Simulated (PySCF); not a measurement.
Ta(O)(F)(NH2)2 (FH₄N₂OTa), SMILES [NH2][Ta]([NH2])(=[O])[F], multiplicity 1.

The structure is a stationary point at PBE0-D3(BJ)/def2-SVP. The multiplicity is an assumed one; no other spin state was optimised. The structure was generated by enumeration; whether it is a known compound was not checked. The def2 effective core potentials stand for the cores of Ta; spin–orbit coupling is left out. The values are those of a single conformer.

Two levels are set side by side: PBE/def2-TZVP (PySCF) and ωB97X/def2-TZVP (PySCF). Same geometry, gas phase. Differences are taken from unrounded values.

```
quantity                      ωB97X    PBE  PBE minus ωB97X
---------------------------  ------  -----  ---------------
orbital gap (eV)              11.75   5.08            -6.67
highest occupied level (eV)  -10.28  -6.41             3.87
lowest empty level (eV)        1.47  -1.33            -2.80
dipole moment (D)              4.34   4.12            -0.23
mean polarisability (bohr³)    53.8   57.3              3.4
```

Without exact exchange PBE keeps part of each electron's self-repulsion, which lifts occupied levels and narrows the gap. PBE's more diffuse valence density responds more strongly to a field. Differences between two approximate levels are no errors against the true value.

Rough cost on one machine, each run with all the roots and properties that it gave: ωB97X against PBE within a factor of 2.
